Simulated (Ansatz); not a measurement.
A run on BClGaH5O2Si, SMILES `B[O][Ga]([Cl])[O][SiH3]` with other settings.

```yaml
crystal:
  periodic: [false, false, false]
  atoms:
    - {symbol: B, position_ang: [-0.321308, -1.921374, 0.943431]}
    - {symbol: O, position_ang: [0.422398, -2.036411, -0.173587]}
    - {symbol: Ga, position_ang: [0.802626, -0.702960, -1.301464]}
    - {symbol: Cl, position_ang: [1.799865, -1.191709, -3.088845]}
    - {symbol: O, position_ang: [0.390027, 0.964694, -0.959380]}
    - {symbol: Si, position_ang: [-0.295449, 1.932775, 0.172805]}
    - {symbol: H, position_ang: [-0.481521, -2.902662, 1.615521]}
    - {symbol: H, position_ang: [-0.813498, -0.864953, 1.258782]}
    - {symbol: H, position_ang: [0.352391, 1.737412, 1.497202]}
    - {symbol: H, position_ang: [-0.106974, 3.339424, -0.262414]}
    - {symbol: H, position_ang: [-1.748558, 1.645774, 0.297938]}
basis:
  gaussian: {orbitals: 6-31G, nuclear_model: gaussian}
magnetization: {spin_polarized: true, initial_magnetization: 2}
hamiltonian: {xc: {name: HSE06}, dispersion: d3bjatm}
output: {forces: true}
```

```sh
$ ansatz run in.yaml --threads 2 --pin off --events-out ev --progress --plain --max-ram 32768MiB --backend cpu
```

It prints (some lines left out):

```
Functional definition: HSE06
977 factors; integrals over basis functions are off by at most 2.4e-4 eV
128 factors; integrals over basis functions are off by at most 3.8e-7 eV
mean field evaluation 1: about -77582.9128 eV, gradient 5.4e1 eV
mean field evaluation 2: about -77498.6612 eV, gradient 1.4e2 eV
mean field evaluation 4: about -77590.4160 eV, gradient 3.2e1 eV
mean field evaluation 8: about -77595.3303 eV, gradient 5.1e0 eV
mean field evaluation 16: about -77595.6869 eV, gradient 3.2e-2 eV
mean field evaluation 32: about -77595.6869 eV, gradient 5.1e-5 eV
mean field -77595.68687979 eV, -2851.5888965865 hartree, gradient 1.1e-5 eV, S^2 2.007711; 10 other end points of the search recorded, 0 dependent functions left out
reference -77595.68693401 eV, -2851.5888985791 hartree; 45, 43 occupied and 47, 49 virtual orbitals, 977 factors
Total energy: -77595.88873064 eV, -2851.5963144685 hartree
Atom 0 at    -0.321308    -1.921374     0.943431 Å, force     0.380203    -0.636765    -0.407378 eV/Å
Atom 1 at     0.422398    -2.036411    -0.173587 Å, force    -1.342543    -2.047598     3.071425 eV/Å
Atom 2 at     0.802626    -0.702960    -1.301464 Å, force     0.511108     0.819057    -1.489766 eV/Å
Atom 3 at     1.799865    -1.191709    -3.088845 Å, force     1.369317    -0.713165    -2.362632 eV/Å
Atom 4 at     0.390027     0.964694    -0.959380 Å, force     0.601610     0.689250    -1.259095 eV/Å
Atom 5 at    -0.295449     1.932775     0.172805 Å, force    -1.169769     1.503776     1.767169 eV/Å
Atom 6 at    -0.481521    -2.902662     1.615521 Å, force    -0.116840     0.010721     0.179533 eV/Å
Atom 7 at    -0.813498    -0.864953     1.258782 Å, force    -0.078228    -0.053930     0.192164 eV/Å
Atom 8 at     0.352391     1.737412     1.497202 Å, force     0.202919     0.000346     0.355587 eV/Å
Atom 9 at    -0.106974     3.339424    -0.262414 Å, force     0.032825     0.444701    -0.074576 eV/Å
Atom 10 at    -1.748558     1.645774     0.297938 Å, force    -0.390602    -0.016391     0.027570 eV/Å
Dipole moment:    -0.581791     0.270595     1.064989 e Å
```

Hardware: 2 threads of an AMD EPYC 7R13 on a shared host. Wall time 26 s, peak host memory 0.55 GiB.
